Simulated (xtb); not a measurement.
GeI4, charge -1, doublet, from a rough starting geometry (a state made from the parent by changing its charge; the spin is typed, not shown lowest); GFN2-xTB (xtb).

Input for xtb:
```
$ xtb mol.xyz --gfn 2 --chrg -1 --uhf 1 --opt vtight --json

# file mol.xyz
5

I     -0.92765344     2.27346831    -0.80986226
Ge    -0.03689634     0.02406424     0.00472826
I     -1.73744904    -1.81524945    -0.42271910
I      0.60589927     0.11357155     2.44924779
I      2.16537097    -0.53145429    -1.35196579
```

What the program printed (banner, timings and long lists left out):

```
   ID    Z sym.   atoms
    1   53 I      1, 3-5
    2   32 Ge     2

           -------------------------------------------------
          |                Calculation Setup                |
           -------------------------------------------------

           -------------------------------------------------
          |                 G F N 2 - x T B                 |
           -------------------------------------------------

          ...................................................
          :                      SETUP                      :
          :.................................................:
          :  # basis functions                  50          :
          :  # atomic orbitals                  45          :
          :  # shells                           15          :
          :  # electrons                        33          :
          :  max. iterations                   250          :
          :  Hamiltonian                  GFN2-xTB          :
          :  restarted?                      false          :
          :  GBSA solvation                  false          :
          :  PC potential                    false          :
          :  electronic temp.          300.0000000     K    :
          :  accuracy                    1.0000000          :
          :  -> integral cutoff          0.2500000E+02      :
          :  -> integral neglect         0.1000000E-07      :
          :  -> SCF convergence          0.1000000E-05 Eh   :
          :  -> wf. convergence          0.1000000E-03 e    :
          :  Broyden damping             0.4000000          :
          :  net charge                         -1          :
          :  unpaired electrons                  1          :
          ...................................................

 iter      E             dE          RMSdq      gap      omega  full diag
   1    -16.5405023 -0.165405E+02  0.235E+01    2.44       0.0  T
   2    -14.0763874  0.246411E+01  0.183E+01    4.06       1.0  T
   3    -15.9217417 -0.184535E+01  0.187E+01    2.24       1.0  T
   4    -17.6051247 -0.168338E+01  0.368E+00    4.31       1.0  T
   5    -17.6223449 -0.172202E-01  0.307E+00    4.34       1.0  T
   6    -17.6654377 -0.430928E-01  0.407E-01    4.20       1.0  T
   7    -17.6659855 -0.547791E-03  0.898E-02    4.18       1.0  T
   8    -17.6660012 -0.156551E-04  0.734E-02    4.18       1.0  T
   9    -17.6660098 -0.864212E-05  0.195E-02    4.18       2.3  T
  10    -17.6660103 -0.470470E-06  0.770E-03    4.18       5.8  T
  11    -17.6660101  0.175761E-06  0.738E-03    4.18       6.1  T
  12    -17.6660104 -0.240460E-06  0.186E-03    4.18      24.1  T
  13    -17.6660104 -0.193837E-07  0.810E-04    4.18      55.2  T
  14    -17.6660104 -0.295775E-08  0.845E-05    4.18     529.0  T

   *** convergence criteria satisfied after 14 iterations ***

         :::::::::::::::::::::::::::::::::::::::::::::::::::::
         ::                     SUMMARY                     ::
         :::::::::::::::::::::::::::::::::::::::::::::::::::::
         :: total energy             -17.650620190886 Eh    ::
         :: gradient norm              0.084720658248 Eh/a0 ::
         :: HOMO-LUMO gap              4.182357361215 eV    ::
         ::.................................................::
         :: SCC energy               -17.666003651248 Eh    ::
         :: -> isotropic ES            0.079875519181 Eh    ::
         :: -> anisotropic ES         -0.002905994268 Eh    ::
         :: -> anisotropic XC         -0.022090404104 Eh    ::
         :: -> dispersion             -0.010700408399 Eh    ::
         :: repulsion energy           0.015383460362 Eh    ::
         :: add. restraining           0.000000000000 Eh    ::
         :: total charge              -1.000000000000 e     ::
         :::::::::::::::::::::::::::::::::::::::::::::::::::::

      -----------------------------------------------------------
[...]
 * total energy  :   -17.6506202 Eh     change        0.1778133E-10 Eh
 * total energy  :   -17.6792728 Eh     change       -0.2865260E-01 Eh
 * total energy  :   -17.6791156 Eh     change        0.1571550E-03 Eh
 * total energy  :   -17.6794588 Eh     change       -0.3431243E-03 Eh
 * total energy  :   -17.6794650 Eh     change       -0.6272226E-05 Eh
 * total energy  :   -17.6794675 Eh     change       -0.2456674E-05 Eh
 * total energy  :   -17.6794698 Eh     change       -0.2268260E-05 Eh
 * total energy  :   -17.6794704 Eh     change       -0.6504708E-06 Eh
 * total energy  :   -17.6794706 Eh     change       -0.1699965E-06 Eh
 * total energy  :   -17.6794708 Eh     change       -0.1977849E-06 Eh
 * total energy  :   -17.6794708 Eh     change       -0.1271026E-07 Eh
   *** GEOMETRY OPTIMIZATION CONVERGED AFTER 11 ITERATIONS ***
         :: total energy             -17.679470783391 Eh    ::
[...]
         7        2.0000           -0.3160486              -8.6001
         8        2.0000           -0.3160448              -8.6000
         9        2.0000           -0.2923770              -7.9560
        10        2.0000           -0.2923759              -7.9560
        11        2.0000           -0.2876500              -7.8274
        12        2.0000           -0.2876492              -7.8273
        13        2.0000           -0.2876476              -7.8273
        14        2.0000           -0.2831266              -7.7043
        15        2.0000           -0.2831261              -7.7043
        16        2.0000           -0.2831251              -7.7042
        17        1.0000           -0.2326236              -6.3300 (HOMO)
        18                         -0.0662046              -1.8015 (LUMO)
        19                         -0.0661963              -1.8013
        20                         -0.0661917              -1.8012
        21                          0.1451563               3.9499
        22                          0.1451593               3.9500
        23                          0.1561384               4.2487
        24                          0.1561390               4.2488
        25                          0.1561405               4.2488
        26                          0.1737391               4.7277
        27                          0.1737410               4.7277
        28                          0.1737422               4.7278
       ...                                ...                  ...
        45                          1.2528256              34.0911
      -------------------------------------------------------------
                  HL-Gap            0.1664190 Eh            4.5285 eV
             Fermi-level           -0.2034054 Eh           -5.5349 eV

     #   Z          covCN         q      C6AA      α(0)
     1  53 I        0.827    -0.351   398.409    34.458
     2  32 Ge       3.294     0.403   180.573    24.982
     3  53 I        0.827    -0.351   398.407    34.457
     4  53 I        0.827    -0.351   398.408    34.458
     5  53 I        0.827    -0.351   398.406    34.457

 Mol. C6AA /au·bohr⁶  :       8693.627498
 Mol. C8AA /au·bohr⁸  :     798821.582583
 Mol. α(0) /au        :        162.811562

Wiberg/Mayer (AO) data.
largest (>0.10) Wiberg bond orders for each atom

 ---------------------------------------------------------------------------
     #   Z sym  total        # sym  WBO       # sym  WBO       # sym  WBO
 ---------------------------------------------------------------------------
     1  53 I    0.975 --     2 Ge   0.724
     2  32 Ge   2.897 --     5 I    0.724     3 I    0.724     4 I    0.724
                             1 I    0.724
     3  53 I    0.975 --     2 Ge   0.724
     4  53 I    0.975 --     2 Ge   0.724
     5  53 I    0.975 --     2 Ge   0.724
 ---------------------------------------------------------------------------

Topologies differ in total number of bonds
Writing topology from bond orders to xtbtopo.mol

molecular dipole:
                 x           y           z       tot (Debye)
 q only:       -0.026      -0.024       0.049
   full:       -0.026      -0.024       0.049       0.155
molecular quadrupole (traceless):
                xx          xy          yy          xz          yz          zz
 q only:        0.003      -0.001      -0.001       0.002       0.002      -0.003
  q+dip:        0.004      -0.001      -0.002       0.002       0.001      -0.003
   full:        0.005      -0.001      -0.002       0.002       0.001      -0.003

optimized geometry written to: xtbopt.xyz

           -------------------------------------------------
          | TOTAL ENERGY              -17.679470783391 Eh   |
          | GRADIENT NORM               0.000005176832 Eh/α |
          | HOMO-LUMO GAP               4.528491584191 eV   |
           -------------------------------------------------

normal termination of xtb
```
